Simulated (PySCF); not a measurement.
# Levels along the 11-electron series

One electron added to the closed shell [Ne]: EOM-EA-CCSD calculated with PySCF 2.14, two-component X2C-1e with screened spin-orbit coupling, each ion in its own even-tempered basis, 1s2 frozen, the virtual space cut to natural spinors and corrected at second order; no Breit or QED terms. Binding energy of 3s1/2 and energies of the other levels above it, in eV.

```tsv
ion	3s1/2 binding	3p1/2 − 3s1/2	3p3/2 − 3s1/2	3d3/2 − 3s1/2	3d5/2 − 3s1/2	NIST ionisation energy
Ce⁴⁷⁺	3966.0	110.57	231.93	372.13	399.44	3963 ± 4 (t)
Pr⁴⁸⁺	4133.3	113.27	244.60	387.81	417.43	4130 ± 4 (t)
Nd⁴⁹⁺	4304.5	116.09	258.02	404.27	436.34	4302 ± 4 (t)
Pm⁵⁰⁺	4479.7	118.94	272.12	421.44	456.12	4476 ± 4 (t)
Sm⁵¹⁺	4658.9	121.81	286.96	439.44	476.88	4655 ± 4 (t)
Eu⁵²⁺	4842.1	124.80	302.54	457.95	498.33	4838 ± 4 (t)
Gd⁵³⁺	5029.3	127.63	319.02	477.56	521.02	5025 ± 5 (t)
Tb⁵⁴⁺	5220.7	130.66	336.20	498.05	544.79	5217 ± 5 (t)
Dy⁵⁵⁺	5416.2	133.61	354.46	519.11	569.31	5412 ± 5 (t)
Ho⁵⁶⁺	5616.0	136.69	373.40	541.43	595.27	5611 ± 5 (t)
```

Each ion has its own basis, which adds noise of up to about 0.1 % of the binding energies along the series.

The 3p interval goes from 121.4 to 236.7 eV, as Z to the power 4.63; a hydrogen-like ion gives 4, and the power is higher where the screened charge Z − σ still grows faster than Z or where Zα is large.

NIST values marked (s) are semi-empirical, (t) theoretical.
